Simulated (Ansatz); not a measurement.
```xyz
27

C    -0.2602    2.4781   -0.6946
C    -0.3664    0.9599   -0.7707
C     0.1468    0.4991   -2.1341
C    -1.8251    0.5575   -0.5898
O     0.4999    0.5362    0.2817
C     0.5520   -0.7609    0.8753
C     1.8858   -0.7337    1.6114
C    -0.5689   -0.9518    1.8960
C     0.5622   -1.9129   -0.1224
H    -0.6166    2.8319    0.2746
H    -0.8527    2.9492   -1.4818
H     0.7811    2.7852   -0.8083
H    -0.0046   -0.5672   -2.2982
H    -0.3774    1.0345   -2.9296
H     1.2132    0.7165   -2.2209
H    -2.2072    0.8937    0.3755
H    -1.9730   -0.5201   -0.6704
H    -2.4242    1.0278   -1.3732
H     1.9027    0.0946    2.3222
H     2.7037   -0.5921    0.9026
H     2.0484   -1.6663    2.1560
H    -0.6224   -0.0820    2.5538
H    -1.5416   -1.0921    1.4261
H    -0.3672   -1.8332    2.5099
H     1.3679   -1.7946   -0.8488
H    -0.3831   -2.0082   -0.6583
H     0.7270   -2.8492    0.4161
```

The species carries charge 0 and has multiplicity 1.

Task: List the PBE/def2-TZVPP orbital energies in eV (the Gaussian-basis code of Ansatz). (Best estimate.)

Result: The calculation gave: Occupied: -509.84, -270.38, -270.38, -268.54, -268.54, -268.40, -268.40, -268.36, -268.36, -25.45, -20.31, -19.03, -17.11, -16.98, -16.74, -16.71, -14.65, -12.68, -11.68, -11.32, -11.15, -10.69, -10.43, -10.25, -9.65, -9.60, -9.27, -9.04, -8.77, -8.68, -8.65, -8.58, -8.41, -7.85, -7.55, -6.64, -5.58. Lowest empty: 0.19, 0.96, 1.04, 1.52, 1.59, 1.71, 1.90, 2.03.
